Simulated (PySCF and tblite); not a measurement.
Results of a calculation; reference values are marked as such.
# C7H14, numbered as in [CH3:1][CH:2]1[CH2:3][CH2:4][CH2:5][CH2:6][CH2:7]1: conformational analysis

Geometries PBE0-D3(BJ)/def2-SVP; weights from PBE0-D3(BJ)/def2-TZVP energies and GFN2-xTB thermal corrections, with symmetry numbers and mirror pairs. Conformers within 4 kcal/mol (GFN2-xTB free energy) were kept, 5 at most. GIAO shieldings: PBE0/pcSseg-1. Shifts are against TMS (¹H), TMS (¹³C) at the same level; of two unlike H on one atom, a is the less shielded. Codes: tblite and PySCF.

The 6-ring runs over atoms 2–3–4–5–6–7.

```
conformer                                       shape  symmetry  E(GFN2) kcal/mol  E(DFT) kcal/mol  G(298.15 K) kcal/mol  weight %  dipole D
        1  6-ring chair (all substituents equatorial)        Cs              0.00             0.00                  0.00      96.7      0.12
        2                     6-ring chair (C1 axial)        Cs              1.32             1.81                  2.01       3.3      0.07
```

Weights (%) against temperature:

```
 T (K)     1    2  S(mix) cal/mol/K
   180  99.6  0.4              0.05
   230  98.7  1.3              0.14
298.15  96.7  3.3              0.29
   330  95.6  4.4              0.36
   400  92.9  7.1              0.51
```

Averaged shifts at 298.15 K. ¹H: 1.60 (H4a/H6a, 2H), 1.52 (H5a, 1H), 1.49 (H3a/H7a, 2H), 1.18 (H4b/H6b, 2H), 1.05 (H5b, 1H), 1.02 (H2, 1H), 0.90 (H1, 3H), 0.73 (H3b/H7b, 2H) ppm. ¹³C: 37.1 (C3/C7), 34.2 (C2), 28.7 (C4/C6), 28.5 (C5), 24.7 (C1) ppm.

Coordinates of conformer 1 (Å):

```xyz
21

C    -2.432   -0.163   -0.031
C    -0.969    0.037    0.333
C    -0.168   -1.259    0.207
C     1.304   -1.066    0.556
C     1.935    0.041   -0.280
C     1.151    1.343   -0.155
C    -0.320    1.142   -0.502
H    -2.533   -0.481   -1.083
H    -2.901   -0.937    0.596
H    -3.009    0.767    0.092
H    -0.918    0.354    1.394
H    -0.251   -1.625   -0.834
H    -0.615   -2.040    0.844
H     1.390   -0.805    1.627
H     1.855   -2.012    0.424
H     2.987    0.195    0.013
H     1.951   -0.271   -1.341
H     1.592    2.122   -0.797
H     1.230    1.714    0.883
H    -0.411    0.873   -1.572
H    -0.878    2.086   -0.374
```

Shifts are unscaled: against experiment ¹³C can be off by 15 ppm or more and ¹H by 0.8 ppm.

Search and properties took 2.9 min on 1 thread of Intel Xeon Platinum 8259CL @ 2.50GHz, on a host shared with other jobs (rough), launched as `OMP_NUM_THREADS=1 python ens_run.py task.json out`.
